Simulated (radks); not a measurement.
Task: Pd XII, 35 electrons, occupied as [Ar] 3d10 4s2 4p5 (the NIST ground configuration). Method: scalar-relativistic Kohn-Sham, PBE, spin-unpolarised, spherical densities, point nucleus; computed with a radial shooting solver on a logarithmic mesh with Libxc functionals. Some entries of the table are withheld. Estimate them.

| orbital | occ. | eigenvalue (Ry) | <r> (bohr) |
|---|---|---|---|
| 1s | 2 | -1793.339 | 0.03185 |
| 2s | 2 | -276.5338 | (1) |
| 2p | 6 | -249.7162 | 0.1206 |
| 3s | 2 | -63.43699 | 0.3779 |
| 3p | 6 | (2) | 0.3768 |
| 3d | 10 | -40.67137 | 0.3543 |
| 4s | 2 | -21.37643 | 0.8730 |
| 4p | 5 | (3) | 0.9205 |

Result: 
(1) 2s <r> (bohr): 0.1383
(2) 3p eigenvalue (Ry): -54.61771
(3) 4p eigenvalue (Ry): -18.56624
